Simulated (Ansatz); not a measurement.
Relaxation of CH6ClGa (9 atoms, charge 0, multiplicity 1), to a largest force component of 0.03 eV/Å in at most 50 steps.

Method: Ansatz, RKS r2SCAN-D4/def2-SVP.

```xyz
9
Properties=species:S:1:pos:R:3
Ga 0.030 0.217 -0.100
H 0.022 0.257 1.476
H 1.419 0.304 -0.811
C -1.697 0.089 -1.011
H -2.119 -0.914 -0.822
H -2.412 0.818 -0.597
H -1.624 0.233 -2.099
Cl 0.046 -2.837 1.471
H 0.022 -1.559 1.870
```

**Question.** Where does it end, and by what steps?

**Answer.** The forces met the threshold. The force dipped under the threshold on the way, but the program's further checks kept it going. After 26 steps the energy has fallen by 0.131 eV; Cl8 moved furthest, 0.83 Å.

```tsv
step	energy less start (eV)	largest force component (eV/Å)	accepted
0	0.0000	1.033	yes
1	-0.0454	0.433	yes
2	-0.0744	0.115	yes
3	-0.0726	0.458	no
4	-0.0799	0.146	yes
5	-0.0868	0.265	yes
6	-0.0883	0.211	yes
7	-0.0909	0.109	yes
8	-0.0916	0.100	yes
9	-0.0896	0.371	no
10	-0.0962	0.135	yes
11	-0.1002	0.092	yes
12	-0.1043	0.348	yes
13	-0.1108	0.280	yes
14	-0.1170	0.119	yes
15	-0.1146	0.548	no
16	-0.1201	0.056	yes
17	-0.1212	0.295	yes
18	-0.1222	0.138	yes
19	-0.1257	0.100	yes
20	-0.1257	0.236	no
21	-0.1272	0.020	yes
22	-0.1282	0.116	yes
23	-0.1291	0.061	yes
24	-0.1299	0.004	yes
25	-0.1303	0.071	yes
26	-0.1305	0.029	yes
```

```xyz
9
Properties=species:S:1:pos:R:3
Ga -0.065 0.230 0.088
H -0.151 0.538 1.633
H 1.328 0.375 -0.622
C -1.721 0.034 -0.954
H -2.519 -0.453 -0.371
H -2.087 1.037 -1.239
H -1.564 -0.533 -1.885
Cl 0.235 -2.481 0.742
H 0.233 -2.141 1.987
```

Whether the end is a true minimum wasn't checked by a vibrational analysis.

Time of the run: 100 s on 2 threads of Arm Neoverse V1, with other jobs on the host, peak memory 0.15 GiB.
